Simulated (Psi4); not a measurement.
Two rigid molecules brought together: CH4 ··· CH4O (SMILES C and CO), singlet. Monomers: optimised at B3LYP-D3(BJ) (def2-TZVP), held rigid. Orientation: a higher rigid-body minimum at GFN2-xTB. The monomers approach along the line of their centres of mass (distance R); nothing else relaxes.

Geometry at R = 4.49 Å (first 5 atoms: monomer A):
```
11

C      0.0000     0.0000     0.0000
H      0.3855    -0.7725     0.6640
H      0.8166     0.4098    -0.5929
H     -0.4532     0.7942     0.5917
H     -0.7489    -0.4315    -0.6627
C     -2.5945    -1.0820     2.5060
O     -3.4933    -1.5527     3.5005
H     -3.0456    -0.3100     1.8728
H     -2.2236    -1.8914     1.8674
H     -1.7469    -0.6432     3.0304
H     -4.2558    -1.9468     3.0658
```

Computed with Psi4 with SAPT0/jun-cc-pVDZ, frozen core.

Components in kcal/mol:

| R / Å | electrostatics | exchange | induction | dispersion | total |
|---|---|---|---|---|---|
| 3.87 | -1.08 | 3.62 | -0.22 | -1.57 | 0.76 |
| 4.12 | -0.47 | 1.49 | -0.09 | -0.98 | -0.06 |
| 4.30 | -0.27 | 0.78 | -0.05 | -0.70 | -0.25 |
| 4.49 | -0.16 | 0.39 | -0.03 | -0.51 | -0.30 |
| 4.70 | -0.09 | 0.18 | -0.02 | -0.36 | -0.28 |
| 4.90 | -0.06 | 0.09 | -0.01 | -0.26 | -0.24 |
| 5.16 | -0.03 | 0.03 | 0.00 | -0.18 | -0.19 |
| 5.52 | -0.02 | 0.01 | 0.00 | -0.11 | -0.12 |
| 5.95 | -0.01 | 0.00 | 0.00 | -0.06 | -0.08 |
| 6.71 | -0.01 | 0.00 | 0.00 | -0.03 | -0.04 |
| 7.70 | 0.00 | 0.00 | 0.00 | -0.01 | -0.02 |
| 8.98 | 0.00 | 0.00 | 0.00 | 0.00 | -0.01 |
